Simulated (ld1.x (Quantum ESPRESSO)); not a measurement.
## Reading a pseudo-wave (Tm (Z = 69))

Columns: radius, all-electron u(r) and pseudo u(r) of the 4f shell (level -7.53 eV) of thulium in the configuration [Kr] 4d10 4f13 5s2 5p6 5d0 6s2 6p0; PW91, non-relativistic, TM scheme, ld1.x (Quantum ESPRESSO) 7.5.

```json
{"r (bohr)": "0.145", "all-electron": "0.2822", "pseudo": "0.0428"}
{"r (bohr)": "0.290", "all-electron": "0.8838", "pseudo": "0.4467"}
{"r (bohr)": "0.435", "all-electron": "1.1473", "pseudo": "1.0939"}
{"r (bohr)": "0.580", "all-electron": "1.1286", "pseudo": "1.3189"}
{"r (bohr)": "0.725", "all-electron": "1.0002", "pseudo": "1.1245"}
{"r (bohr)": "0.870", "all-electron": "0.8512", "pseudo": "0.8802"}
{"r (bohr)": "1.015", "all-electron": "0.7134", "pseudo": "0.7147"}
{"r (bohr)": "1.160", "all-electron": "0.5953", "pseudo": "0.5953"}
{"r (bohr)": "1.305", "all-electron": "0.4967", "pseudo": "0.4967"}
{"r (bohr)": "1.450", "all-electron": "0.4153", "pseudo": "0.4153"}
{"r (bohr)": "1.595", "all-electron": "0.3482", "pseudo": "0.3482"}
{"r (bohr)": "1.740", "all-electron": "0.2930", "pseudo": "0.2930"}
{"r (bohr)": "1.885", "all-electron": "0.2474", "pseudo": "0.2474"}
{"r (bohr)": "2.030", "all-electron": "0.2096", "pseudo": "0.2096"}
{"r (bohr)": "2.175", "all-electron": "0.1782", "pseudo": "0.1782"}
{"r (bohr)": "2.320", "all-electron": "0.1521", "pseudo": "0.1521"}
{"r (bohr)": "2.465", "all-electron": "0.1302", "pseudo": "0.1302"}
{"r (bohr)": "2.610", "all-electron": "0.1119", "pseudo": "0.1119"}
{"r (bohr)": "2.755", "all-electron": "0.0965", "pseudo": "0.0965"}
{"r (bohr)": "2.900", "all-electron": "0.0834", "pseudo": "0.0834"}
{"r (bohr)": "3.045", "all-electron": "0.0724", "pseudo": "0.0724"}
{"r (bohr)": "3.190", "all-electron": "0.0630", "pseudo": "0.0630"}
{"r (bohr)": "3.335", "all-electron": "0.0550", "pseudo": "0.0550"}
{"r (bohr)": "3.480", "all-electron": "0.0481", "pseudo": "0.0481"}
{"r (bohr)": "3.625", "all-electron": "0.0422", "pseudo": "0.0422"}
{"r (bohr)": "3.770", "all-electron": "0.0371", "pseudo": "0.0371"}
```

Q: How many radial nodes do the two functions have?

A: The all-electron 4f function has n − l − 1 = 0; the pseudo-wave has 0.

Q: At about which radius was the pseudo-wave matched?

A: 1.15 bohr, where the columns begin to agree (steps of 0.14 bohr).

Q: Is the pseudo-wave norm-conserving?

A: Yes: the TM scheme keeps the norm inside the radius equal to the all-electron one, which fixes the energy derivative of the logarithmic derivative at the level.
